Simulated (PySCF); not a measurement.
**Tm(2+): excitation energy**

Tm(2+) [Xe] 4f13 (2F) → Tm(2+) [Xe] 4f12 6s1 (high-spin determinant), as a difference of total energies. Computed with PySCF 2.14 in cc-pVDZ-X2C, with the spin-free X2C one-electron Hamiltonian (Gaussian nucleus). Correlated levels: valence: [Kr] 4d10 frozen. The calculations carry no spin-orbit coupling.

| method | excitation energy (eV) |
| --- | --- |
| UHF | 0.292 |
| MP2 (valence) | 4.298 |
| SCS-MP2 (valence) | 3.781 |
| CCSD (valence) | 2.817 |
| CCSD(T) (valence) | 2.987 |

How much does correlation contribute at CCSD(T) (valence)?

2.987 − (0.292) = 2.695 eV, measured against UHF.

A first-order spin-orbit estimate (lowest level to lowest level, LS coupling) adds -0.397 eV.

The basis was made for the ground configuration and has no added diffuse functions, so the excitation energy can come out too high.

The coupled-cluster amplitudes are large for the upper state (T1 above 0.03 or a double amplitude above 0.15), so a single reference is strained.

The determinant of the upper state mixes LS terms, which raises its energy above the lowest term, most at the Hartree-Fock and MP2 levels.
